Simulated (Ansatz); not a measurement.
Total energies of `C[Si](C)(C)C#Cc1ccc(-c2ccc(-c3ccc(C#C[Si](C)(C)C)s3)s2)s1` from Ansatz at PBE-D4/def2-TZVP, gas phase (1 Eh = 27.2114 eV = 2625.5 kJ/mol). The reference geometry is relaxed at PBE-D4/def2-SVP.

```
                 state   geometry  energy (Eh)
      charge 0 singlet  reference  -2624.85315
      charge 1 doublet  reference  -2624.61983
     charge -1 doublet  reference  -2624.90747
 free C atom (triplet)          –    -37.79597
free Si atom (triplet)          –   -289.22285
 free S atom (triplet)          –   -397.93833
 free H atom (doublet)          –     -0.49962
```

Single mean-field runs in def2-TZVP are fitted with def2-universal-jkfit.

(1) Work out the vertical ionisation energy to the doublet.

(2) Work out the vertical electron affinity, to the doublet.

(3) Give the fundamental gap IE − EA, the Mulliken electronegativity (IE + EA)/2 and the hardness (IE − EA)/2.

(4) What is the binding energy per atom against free atoms?

(1) E(charge 1 doublet) − E(charge 0 singlet) = -2624.61983 − (-2624.85315) = 0.23332 Eh = 6.35 eV. For comparison, −ε of the highest occupied level is 4.76 eV at this level, 1.59 eV less.

(2) E(charge 0 singlet) − E(charge -1 doublet) = -2624.85315 − (-2624.90747) = 0.05432 Eh = 1.48 eV. The basis lacks diffuse functions, which makes affinities too small.

(3) From the values in Eh: IE − EA = 0.23332 − 0.05432 = 0.17900 Eh = 4.87 eV; (IE + EA)/2 = 3.91 eV; (IE − EA)/2 = 2.44 eV. The HOMO–LUMO gap of the same run is 1.79 eV, 3.08 eV smaller than the fundamental gap.

(4) Atoms: 22 × (-37.79597) + 2 × (-289.22285) + 3 × (-397.93833) + 24 × (-0.49962) = -2615.76291 Eh. Binding: -2615.76291 − (-2624.85315) = 9.09024 Eh = 247.36 eV, or 4.85 eV for each of 51 atoms (no zero-point energy, no counterpoise term).

At PBE-D4/def2-TZVP the highest occupied level of the charge -1 doublet lies above zero (up to 0.09 eV). By energy differences its removal costs 1.48 eV (vertical, to the charge 0 singlet, at PBE-D4/def2-TZVP); self-interaction error and the lack of diffuse functions both raise the level.
